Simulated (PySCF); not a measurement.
## InO⁺: energy against distance

Set-up: In def2-SVPD with ECP28, O def2-SVPD; scalar-relativistic core potentials (PySCF 2.14). Energies in eV from In⁺ + O in their ground configurations at the same level. State: ³Σ⁻ (triplet), unpaired electrons π ↑↑.

```json
{"R (Å)": "2.564", "UHF": "0.0983", "UHF-SCS-MP2": "-0.0249", "UHF-CCSD": "", "UHF-MP2": "-0.0466"}
{"R (Å)": "2.684", "UHF": "0.0054", "UHF-SCS-MP2": "-0.1047", "UHF-CCSD": "-0.1193", "UHF-MP2": "-0.1228"}
{"R (Å)": "2.803", "UHF": "-0.0529", "UHF-SCS-MP2": "-0.1502", "UHF-CCSD": "-0.1627", "UHF-MP2": "-0.1651"}
{"R (Å)": "2.893", "UHF": "-0.0809", "UHF-SCS-MP2": "-0.1690", "UHF-CCSD": "-0.1801", "UHF-MP2": "-0.1819"}
{"R (Å)": "2.982", "UHF": "-0.0992", "UHF-SCS-MP2": "-0.1786", "UHF-CCSD": "-0.1886", "UHF-MP2": "-0.1898"}
{"R (Å)": "3.071", "UHF": "-0.1105", "UHF-SCS-MP2": "-0.1818", "UHF-CCSD": "-0.1907", "UHF-MP2": "-0.1914"}
{"R (Å)": "3.191", "UHF": "-0.1176", "UHF-SCS-MP2": "-0.1790", "UHF-CCSD": "-0.1867", "UHF-MP2": "-0.1869"}
{"R (Å)": "3.340", "UHF": "-0.1182", "UHF-SCS-MP2": "-0.1688", "UHF-CCSD": "-0.1752", "UHF-MP2": "-0.1750"}
{"R (Å)": "3.519", "UHF": "-0.1119", "UHF-SCS-MP2": "-0.1519", "UHF-CCSD": "-0.1570", "UHF-MP2": "-0.1564"}
{"R (Å)": "3.757", "UHF": "-0.0985", "UHF-SCS-MP2": "-0.1279", "UHF-CCSD": "", "UHF-MP2": "-0.1309"}
```

Problem. Put a parabola through the three lowest points of the UHF curve and estimate Re, k and ωe (reduced mass 14.04 u; 1 eV/Å² = 0.16022 mdyn/Å; ωe = 1302.8·√(k/μ) cm⁻¹).

Solution. Through R = 3.191, 3.34, 3.519 Å the second-order coefficient is 0.120 eV/Å², so Re ≈ 3.282 Å, k ≈ 0.0383 mdyn/Å and ωe ≈ 68 cm⁻¹. A polynomial fit of higher order to the unrounded UHF energies gives Re = 3.273 Å, k = 0.0502 mdyn/Å, ωe = 77.9 cm⁻¹; anharmonicity and rounding make the difference.

The higher-order fit for each curve: UHF: Re = 3.273 Å, ωe = 77.9 cm⁻¹, De = 0.119 eV; UHF-SCS-MP2: Re = 3.082 Å, ωe = 103 cm⁻¹, De = 0.182 eV; UHF-CCSD: Re = 3.062 Å, ωe = 106 cm⁻¹, De = 0.191 eV; UHF-MP2: Re = 3.054 Å, ωe = 107 cm⁻¹, De = 0.192 eV.

Correlated steps freeze 5 core orbitals. The bond is weak. Basis-set superposition, not corrected here, can be much of De in a small basis, most of all at correlated wavefunction levels. These are scalar-relativistic numbers at best; spin–orbit coupling would shift them, the dissociation energy most. For an ion De counts to the pair picked by the measured ionisation energies or electron affinities, which need not be the lowest pair at this level. The state is the lowest determinant that a PBE0 search found; another state may lie lower at other levels.
